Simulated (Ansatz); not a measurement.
Born–Oppenheimer molecular dynamics of C$_{3}$H$_{11}$OPSi (17 atoms, charge 0, multiplicity 1). It goes on from the last frame of an earlier run, with new velocities.

These are results of UKS PBE-D4/STO-3G (Ansatz 0.2.0), not measurements.

| Item | Value |
| --- | --- |
| ensemble | NVT, Nosé–Hoover chain |
| time step | 0.5 fs |
| steps asked | 146 |
| set temperature | 1500 K |
| thermostat | time constant 50 fs, chain length 1 |
| seed | 149577 |

First frame:

```xyz
17
Properties=species:S:1:pos:R:3
C -0.714 -1.574 -1.301
C -0.011 -1.666 0.130
Si 0.328 0.077 0.728
P -1.420 1.217 1.524
O 0.945 0.801 -0.727
C 1.541 2.119 -0.479
H -1.570 -0.850 -1.186
H -0.957 -2.616 -1.614
H -0.035 -1.050 -2.011
H 0.911 -2.283 0.009
H -0.607 -2.214 0.890
H 1.389 0.067 1.769
H -2.116 1.068 0.328
H -2.037 -0.014 1.997
H 0.854 3.029 -0.269
H 2.317 2.022 0.300
H 2.134 2.346 -1.344
```

(1) How far do the bonds stretch over the last three quarters of this one trajectory? (Pairs bonded in most of those frames.)

Answers

(1) 
```csv
bond,mean (Å),spread (Å),shortest,longest
C1–C2,1.596,0.119,1.41,1.83
C1–H7,1.113,0.024,1.07,1.15
C1–H8,1.118,0.041,1.05,1.18
C1–H9,1.114,0.051,1.02,1.22
C2–Si3,1.927,0.057,1.83,2.01
C2–H10,1.115,0.009,1.10,1.13
C2–H11,1.111,0.017,1.08,1.15
Si3–P4,2.251,0.025,2.21,2.29
Si3–O5,1.747,0.034,1.70,1.80
Si3–H12,1.476,0.042,1.41,1.54
P4–H13,1.445,0.099,1.29,1.60
P4–H14,1.432,0.028,1.39,1.48
O5–C6,1.483,0.036,1.42,1.57
C6–H15,1.137,0.052,1.04,1.25
C6–H16,1.134,0.033,1.07,1.21
C6–H17,1.120,0.032,1.07,1.17
```

Mean temperature of the second half: 1108 K. The conserved energy stayed within 0.95 meV per atom of its start (net change 0.58 meV per atom), so the integration is sound. The mean temperature of the second half is 26 % below the set value. A run of 0.073 ps of so small a system gives no equilibrium averages. Limits of this set-up: minimal basis.

Run time: 14 min on 1 thread of Arm Neoverse V2, on a shared host, peak memory 0.13 GiB.
